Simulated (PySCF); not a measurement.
C₄F₆, SMILES FC1=C(F)C(F)(F)C1(F)F.

Geometry: B3LYP-D3(BJ)/def2-SVP.

Level of theory: PBE/def2-SVP in PySCF.

The molecule is in vacuum.

### Question
Estimate the frontier levels, gap, dipole moment and polarisability. (The exact figures need the calculation; the answer reports its results.)

### Answer

```
Item                                                                                                           Result
---------------------------------------------------------------------------------------------  ----------------------
highest occupied level                                                                                       -7.35 eV
lowest empty level                                                                                           -1.75 eV
orbital gap                                                                                                   5.60 eV
dipole moment                                                                                                  1.31 D
quadrupole, principal values (traceless, Buckingham form, about the centre of nuclear charge)   -0.50, 0.16, 0.34 D·Å
mean static polarisability                                                                       40.1 bohr³ (5.94 Å³)
polarisability, principal values                                                               31.7, 41.5, 47.0 bohr³
```
